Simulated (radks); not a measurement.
Question: The silver ion Ag+, [Kr] 4d10. Calculated with a radial shooting solver on a logarithmic mesh with Libxc functionals: non-relativistic Kohn-Sham, exchange-only B88, spin-polarised, spherical densities, point nucleus. Every spin shell is full or empty, so the densities are truly spherical. Functionals are evaluated on that one density, not self-consistently. Rank these exchange functionals by their error against the exact value of the orbitals, and give that value: LDA, PBEsol, RPBE, WC, SOGGA, B86b, EV93, APBE, Tao-Mo.

Answer: Exact: -143.713 hartree. From best to worst, with 100 (|E| - |E exact|)/|E exact| (equal figures are ties): B86b +0.03, RPBE -0.20, EV93 -0.23, APBE +0.35, Tao-Mo -0.77, WC -0.86, PBEsol -2.29, SOGGA -2.30, LDA -4.95.
